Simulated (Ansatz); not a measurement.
Born–Oppenheimer molecular dynamics of FH5N2Si (9 atoms, charge 0, multiplicity 1). It starts from a relaxed structure.

These are results of RKS BLYP-D4/6-31G* (Ansatz), not measurements.

| Item | Value |
| --- | --- |
| ensemble | NVE (velocity Verlet) |
| time step | 0.5 fs |
| steps asked | 300 |
| starting velocities drawn for | 50 K |
| seed | 539568 |

First frame:

```xyz
9
Properties=species:S:1:pos:R:3
Si -0.102 0.006 0.001
H -0.140 -0.087 1.495
F 1.484 0.084 -0.384
N -0.795 1.369 -0.807
H -1.800 1.526 -0.744
H -0.283 2.250 -0.845
N -0.981 -1.371 -0.548
H -0.925 -2.249 -0.032
H -1.103 -1.529 -1.549
```

(1) What does the run give?

(2) What happens to the structure?

(3) How do temperature and energy run in time?

Answers

(1) All steps were run.

* steps done: 300
* time covered: 150 fs
* mean temperature over the second half: 25 K
* spread of the potential energy over the second half: 0.7 meV per atom
* mean potential energy of the second half above the start: 2.5 meV per atom

The conserved energy stayed within 0.047 meV per atom of its start (net change 0.011 meV per atom), so the integration is sound. Over the second half the temperature averaged 0.50 of the 50 K drawn at the start: a run that starts near a minimum puts about half its kinetic energy into the potential. A run of 0.15 ps of so small a system gives no equilibrium averages.

(2) The same pairs are bonded in the first frame and the last. Pairs count as bonded within 1.25 times the sum of covalent radii (0.12 Å more for H–H). This is one draw of velocities; another would differ in detail.

(3) 
```csv
time (fs),T (K),potential energy less start (eV),conserved less start (meV/atom)
0,50,0.000,0.00
12.5,15,0.032,0.04
25,19,0.029,0.03
37.5,36,0.013,0.00
50,13,0.034,0.03
62.5,21,0.027,0.03
75,38,0.011,0.01
87.5,25,0.023,0.03
100,14,0.033,0.04
112.5,32,0.016,0.01
125,27,0.021,0.02
137.5,17,0.030,0.04
150,29,0.019,0.01
```

Time of the run: 6 min on 1 thread of Intel(R) Xeon(R) 6975P-C (Granite Rapids) (shared host), peak memory 0.12 GiB.
